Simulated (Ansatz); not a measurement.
Born–Oppenheimer molecular dynamics of H6O4Zr (11 atoms, charge 0, multiplicity 1). It starts at the highest image of a converged band, a first-order saddle point between two minima.

All numbers below come from Ansatz, RKS PBE-D4/def2-SVP.

| Item | Value |
| --- | --- |
| ensemble | NVE (velocity Verlet) |
| time step | 0.5 fs |
| steps asked | 200 |
| starting velocities drawn for | 300 K |
| seed | 3633 |

First frame:

```xyz
11
Properties=species:S:1:pos:R:3
Zr 0.037 0.107 0.041
O 0.825 0.016 2.103
H 0.265 -0.469 2.740
O 1.717 -0.250 -0.877
H 2.414 -0.925 -0.878
O -1.005 1.106 -1.260
H -1.551 1.859 -1.524
O -1.078 -1.461 0.400
H -1.866 -1.877 0.016
H -0.106 1.820 1.217
H 0.324 1.124 1.875
```

Question: How far do the bonds stretch over the last three quarters of this one trajectory? (Pairs bonded in most of those frames.)

Answer: 
| bond | mean (Å) | spread (Å) | shortest | longest |
| --- | --- | --- | --- | --- |
| Zr1–O2 | 1.993 | 0.072 | 1.88 | 2.15 |
| Zr1–O4 | 1.950 | 0.024 | 1.91 | 1.99 |
| Zr1–O6 | 1.990 | 0.033 | 1.94 | 2.04 |
| Zr1–O8 | 1.963 | 0.015 | 1.92 | 1.98 |
| O2–H3 | 0.973 | 0.011 | 0.95 | 0.99 |
| O4–H5 | 0.971 | 0.011 | 0.95 | 0.99 |
| O6–H7 | 0.972 | 0.013 | 0.95 | 0.99 |
| O8–H9 | 0.973 | 0.015 | 0.95 | 1.00 |
| H10–H11 | 0.778 | 0.026 | 0.74 | 0.85 |

Pairs bonded in part of these frames only: Zr1–H9 30 %, Zr1–H10 15 %, Zr1–H11 18 %.

Mean temperature of the second half: 763 K. The conserved energy stayed within 0.13 meV per atom of its start (net change 0.016 meV per atom), so the integration is sound. The kinetic energy rose, since the run started high on the potential surface and went downhill. It ends in pieces (H2 + H4O4Zr), so much of that is their flight and rotation, not heat. A run of 0.1 ps of so small a system gives no equilibrium averages. The orbitals stay closed-shell, which can raise the energy where a bond breaks towards radicals; this wasn't checked here.

Run time: 2.5 min on 4 threads of INTEL(R) XEON(R) PLATINUM 8581C CPU @ 2.30GHz (Emerald Rapids) (shared host), peak memory 0.2 GiB.
